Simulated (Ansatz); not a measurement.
H₂O₄S, triplet, at a GFN2-xTB geometry (a higher spin typed on purpose: for a closed-shell molecule this is an excited state). Base run: PBE0/aug-cc-pVDZ (Ansatz, an electronic-structure program).

Ansatz was given this input:
Ansatz 0.2 input:
```yaml
crystal:
  periodic: [false, false, false]
  atoms:
    - {symbol: O, position_ang: [-0.13307246, 1.81684757, 0.23011247]}
    - {symbol: S, position_ang: [-0.31393379, -0.30843444, 0.09477987]}
    - {symbol: O, position_ang: [-0.75687588, -0.61418215, -1.23743200]}
    - {symbol: O, position_ang: [0.00619614, -1.38839378, 1.00892756]}
    - {symbol: O, position_ang: [1.30976951, 0.46067151, -0.18712793]}
    - {symbol: H, position_ang: [-0.21362264, 2.18930983, -0.65175740]}
    - {symbol: H, position_ang: [1.82842473, 0.54609589, 0.61943872]}
basis:
  gaussian:
    orbitals: aug-cc-pVDZ
hamiltonian:
  xc: pbe0
magnetization: {spin_polarized: true, initial_magnetization: 2}
```

The base run was repeated with changes; each row names its change, and settings that it needs were set with it.

```json
[
 {"change": "base", "ΔE vs base (µEh)": "0.0"},
 {"change": "fitting.mean_field = def2-universal-JKFIT", "ΔE vs base (µEh)": "-20.8"},
 {"change": "final_grid = 6, 12, 29", "ΔE vs base (µEh)": "-20.7"},
 {"change": "final_grid = 4, 8, 17", "ΔE vs base (µEh)": "-282"},
 {"change": "lower_state_search = off", "ΔE vs base (µEh)": "0.0"},
 {"change": "point_charge = charge:0.5 position_ang:2.234, 4.7964, -1.5152", "ΔE vs base (µEh)": "3731"},
 {"change": "lower_state_search = light", "ΔE vs base (µEh)": "0.0"},
 {"change": "nuclear_model = gaussian", "ΔE vs base (µEh)": "374"},
 {"change": "accuracy = high", "ΔE vs base (µEh)": "-21.4"},
 {"change": "fitting.mean_field = cc-pVTZ-JKFIT", "ΔE vs base (µEh)": "-17.3"},
 {"change": "forces = on", "ΔE vs base (µEh)": "0.0"}
]
```
